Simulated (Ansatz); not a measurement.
Consider the formal hydrolysis of the Si–N bond: `N[Si](N)(Cl)Cl` + H₂O → `N[Si](O)(Cl)Cl` + NH₃.

Program: Ansatz. Geometries: PBE0-D4/def2-TZVP. ΔE: electronic, gas phase. CBS: MP2 limit from def2 TZ/QZ plus the TZ coupled-cluster correction, frozen cores. This one scheme is used for every species. DFT in def2-TZVPP. B3LYP here is the variant with VWN-RPA as its local correlation; programs differ in this. Each species was taken in one conformer, which may not be the lowest.

`N[Si](N)(Cl)Cl`:

```xyz
9

N    -0.155    1.078   -0.989
Si   -0.323    0.027    0.322
N     0.895   -1.140    0.251
Cl   -0.143    0.855    2.196
Cl   -2.260   -0.652    0.200
H     0.725    1.540   -1.154
H    -0.939    1.614   -1.320
H     1.180   -1.634    1.080
H     1.020   -1.687   -0.586
```

H₂O:

```xyz
3

O     0.086   -0.340   -0.168
H     0.369    0.534   -0.442
H    -0.456   -0.194    0.610
```

`N[Si](O)(Cl)Cl`:

```xyz
8

N     0.899    0.798    0.260
Si   -0.436   -0.232    0.107
O    -0.201   -1.337   -1.061
Cl   -0.872   -1.352    1.754
Cl   -2.033    0.983   -0.275
H     1.804    0.415    0.484
H     0.775    1.718    0.649
H     0.063   -0.994   -1.918
```

NH₃:

```xyz
4

N     0.094    0.161    0.212
H    -0.176    0.715   -0.592
H     0.799   -0.495   -0.103
H    -0.717   -0.382    0.483
```

```
             level  ΔE (kJ/mol)  difference from CCSD(T)/CBS
            PBE-D4        -33.1                          0.5
           PBE0-D4        -32.8                          0.8
          B3LYP-D4        -35.8                         -2.2
               PBE        -35.3                         -1.7
             B3LYP        -39.2                         -5.6
SCS-MP2/def2-TZVPP        -37.2                         -3.6
   CCSD/def2-TZVPP        -37.3                         -3.7
     HF/def2-QZVPP        -42.3                         -8.7
      HF/CBS(def2)        -42.3                         -8.7
     MP2/CBS(def2)        -32.0                          1.6
       CCSD(T)/CBS        -33.6                            0
```

Largest T1 diagnostic among the species: 0.010.

The D4 term adds +3.4 kJ/mol with B3LYP and +1.9 kJ/mol with PBE0; it sums over pairs of atoms, weighted by their polarisabilities, and B3LYP, whose exchange is more repulsive, gets the larger term. In def2-TZVPP, CCSD(T) changes the Hartree–Fock value by +5.5 kJ/mol (the triples alone add +0.4 kJ/mol) and MP2 by +7.1 kJ/mol.
